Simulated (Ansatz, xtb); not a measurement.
**Relative energy of two isomers of C5H3BrOSe**

Structure a: `O=Cc1[se]ccc1Br`, a singlet. Structure b: `O=c1cc[se]c(Br)c1`, a singlet. Both are isolated molecules in the gas phase, relaxed with B3LYP/def2-SVP; each stands in its lowest conformer found.

Energies in hartree; the thermal terms are from GFN2-xTB frequencies at re-optimised GFN2-xTB minima (ideal gas, soft modes damped towards free rotors, one conformer each, 298.15 K, 1 atm) and include the zero-point energy:

```
                               a            b
E, CCSD(T)/def2-SVP  −5238.715996  −5238.703556
    E, MP2/def2-SVP  −5238.647654  −5238.629097
  E, MP2/def2-TZVPP  −5239.832786  −5239.815804
  zero-point energy      0.062188      0.062515
       H(298 K) − E      0.071228      0.071435
       G(298 K) − E      0.027111      0.027580
```

Task: Correct the CCSD(T) difference for the basis set by the MP2 change, then work out ΔE, ΔE₀, ΔH and ΔG for a → b in kJ/mol (1 Eh = 2625.50 kJ/mol) and the equilibrium ratio [b]/[a].

Result: 1. Differences b − a: CCSD(T) +0.012440, MP2 in the small set +0.018557, MP2 in the large set +0.016982 Eh.
2. ΔE = +0.012440 + (+0.016982 − (+0.018557)) = +0.010865 Eh = +28.53 kJ/mol.
3. ΔE₀ = ΔE + ΔZPE = +0.010865 + (+0.000327) Eh = +29.38 kJ/mol.
4. ΔH = ΔE + (+0.000207) Eh = +29.07 kJ/mol.
5. ΔG = ΔE + (+0.000469) Eh = +29.76 kJ/mol, so ΔS = (ΔH − ΔG)/T = −2.3 J/(mol K).
6. kT = 0.9442 mEh, so K = [b]/[a] = exp(−ΔG/kT) = exp(−12.00) ≈ 6.1 × 10^−6.

Structure a is favoured at this temperature. An error of 4 kJ/mol in ΔG would change K by a factor of 5. Mirror images and further conformers aren't counted.

As drawn, b has 1 C–C, 2 C=C, 2 C–Se in place of 2 C∷Se, 3 C∷C (∷ is an aromatic bond). Structure a has a 5-membered ring (with an aromatic ring), b a 6-membered ring.

Other levels gave ΔE = +35.1 (GFN2-xTB); +26.9 (HF/STO-3G, GFN2-xTB geometries); +23.0 (r2SCAN-D4/def2-SVP, GFN2-xTB geometries); +21.5 (B3LYP/def2-SVP); +20.7 (HF/def2-SVP); +48.7 (MP2/def2-SVP); +32.7 (CCSD(T)/def2-SVP) kJ/mol. The correlated steps freeze 24 core orbitals; the filled d shell of Br and Se is correlated, in a basis made for valence electrons. Programs: Ansatz 0.2.0, xtb 6.7.1.
